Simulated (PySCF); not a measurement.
## `CC(C)=C[SiH2][C@@H](F)[SiH2]Cl`: 4 charge schemes on one density

C5H12ClFSi2.
Z-matrix (Å and degrees, GFN2-xTB geometry), rows numbered from 1:
```
C 
C   1  1.4996
C   2  1.4957  1  114.31
C   2  1.3324  1  122.17  3   179.76
Si  4  1.8722  2  126.96  1   179.24
C   5  1.9260  4  105.76  2   169.62
F   6  1.4045  5  108.20  4    48.16
Si  6  1.9115  5  118.23  4   170.61
Cl  8  2.0068  6  109.93  5   -51.42
H   1  1.0900  2  110.26  3   -60.34
H   1  1.0866  2  111.37  3   178.84
H   1  1.0897  2  110.18  3    58.10
H   3  1.0853  2  111.49  1  -178.57
H   3  1.0897  2  109.99  1   -57.69
H   3  1.0902  2  110.05  1    60.52
H   4  1.0848  2  117.16  1     0.53
H   5  1.4716  4  114.58  2    54.79
H   5  1.4659  4  112.46  2   -71.46
H   6  1.0958  5  108.94  4   -64.75
H   8  1.4596  6  109.03  5  -170.20
H   8  1.4601  6  108.10  5    67.46
```

Density: PBE0/pcSseg-1 (PySCF); schemes: Mulliken, IAO, Hirshfeld and ESP-fitted. The structure is a single GFN2-xTB conformer in the gas phase; no vibrational or solvent corrections.

Q: Atoms with like bonding are taken together and averaged. Do the Mulliken, IAO, Hirshfeld and ESP-fitted schemes agree on where the charge is highest?

A: The schemes don't all agree: Mulliken Si8 (+0.694); IAO Si8 (+0.799); Hirshfeld Si8 (+0.337); ESP-fitted C2 (+0.498).

Q: At which atom do the 4 schemes differ most?

A: At C2: from -0.427 (Mulliken) to +0.498 e (ESP-fitted), 0.925 e apart.

Q: For which atoms does the sign change between the 4 schemes (beyond +0.03 e in one, beyond −0.03 e in another)?

A: C2.

Q: Give the atomic charges in each scheme.

A: In e; atoms taken as equivalent share a row and are averaged (×n: the atom named and its like, n in all):

| atom | environment | Mulliken | IAO | Hirshfeld | ESP-fitted |
| --- | --- | --- | --- | --- | --- |
| C1 | allylic carbon | -0.154 | -0.426 | -0.115 | -0.651 |
| C2 | fully substituted alkene carbon | -0.427 | +0.071 | +0.031 | +0.498 |
| C3 | allylic carbon | -0.178 | -0.425 | -0.114 | -0.537 |
| C4 | alkene CH carbon | -0.316 | -0.470 | -0.166 | -0.596 |
| Si5 | SiH2 silicon | +0.670 | +0.730 | +0.311 | +0.391 |
| C6 | sp3 C–F carbon | -0.385 | -0.364 | -0.115 | -0.035 |
| F7 | alkyl fluorine | -0.345 | -0.328 | -0.120 | -0.219 |
| Si8 | chlorine-bound silicon | +0.694 | +0.799 | +0.337 | +0.286 |
| Cl9 | silicon-bound chlorine | -0.309 | -0.302 | -0.106 | -0.163 |
| H10/H11/H12 | methyl hydrogen | +0.121 | +0.149 | +0.047 | +0.175 |
| H13/H14/H15 | methyl hydrogen | +0.126 | +0.149 | +0.047 | +0.154 |
| H16 | vinylic hydrogen | +0.110 | +0.152 | +0.035 | +0.201 |
| H17 | Si–H hydrogen | -0.080 | -0.129 | -0.080 | -0.112 |
| H18 | Si–H hydrogen | -0.047 | -0.116 | -0.081 | -0.073 |
| H19 | methine hydrogen | +0.158 | +0.155 | +0.042 | +0.113 |
| H20 | Si–H hydrogen | -0.061 | -0.113 | -0.069 | -0.034 |
| H21 | Si–H hydrogen | -0.071 | -0.129 | -0.073 | -0.057 |

Mean size of the charges over all atoms: IAO 0.267 e, ESP-fitted 0.236 e, Mulliken 0.226 e, Hirshfeld 0.099 e. Each set sums to the total charge, 0, to within 0.001 e. The Hirshfeld scheme weights the molecular density at each point by an atom's share of the summed free-atom densities. The Mulliken scheme gives each basis function's population to the atom it is centred on and halves the overlap population of two atoms between them.

Q: Sum the charges by element, for elements with more than one atom.

A: 
| element | atoms | Mulliken | IAO | Hirshfeld | ESP-fitted |
| --- | --- | --- | --- | --- | --- |
| C | 5 | -1.460 | -1.613 | -0.479 | -1.321 |
| Si | 2 | +1.363 | +1.529 | +0.648 | +0.677 |
| H | 12 | +0.750 | +0.714 | +0.058 | +1.026 |

Q: How closely do the schemes follow one another over all atoms?

A: Correlation coefficient and root-mean-square difference: IAO with Hirshfeld 0.98, 0.209 e; Mulliken with IAO 0.90, 0.145 e; Mulliken with Hirshfeld 0.90, 0.184 e; IAO with ESP-fitted 0.81, 0.195 e; Hirshfeld with ESP-fitted 0.75, 0.220 e; Mulliken with ESP-fitted 0.52, 0.287 e.

Q: How many electrons does the ESP-fitted scheme count on C6?

A: Z − q = 6 − (-0.035) = 6.035.
